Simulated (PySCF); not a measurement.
Radial density of Er⁴³⁺ (erbium, charge +43)

UHF, [Ar] 3d7, high-spin 4F determinant. Calculation: PySCF 2.14, in an uncontracted even-tempered set (18 s from 8.4 bohr⁻², ratio 2.5; 13 p from 11 bohr⁻², ratio 2.5; 8 d from 11 bohr⁻², ratio 2.5; 4 f from 45 bohr⁻², ratio 2.7; 3 g from 68 bohr⁻², ratio 2.7); scalar relativity by spin-free X2C-1e.

```tsv
r (bohr)	4πr²ρ (e/bohr)	4πr²(ρα − ρβ)
0.0197	85.23	0.0170
0.0332	83.89	0.2263
0.0559	116.5	1.9016
0.0940	89.02	8.9094
0.158	82.92	16.9632
0.266	48.39	7.4977
0.447	1.935	0.2841
0.752	0.002796	0.0005
```

Densities and radii are taken from the X2C orbitals without a picture-change correction, which distorts them close to the nucleus.

Spin-orbit coupling is strong in this species (close to jj coupling), so the high-spin LS determinant is a model state, not a physical level.
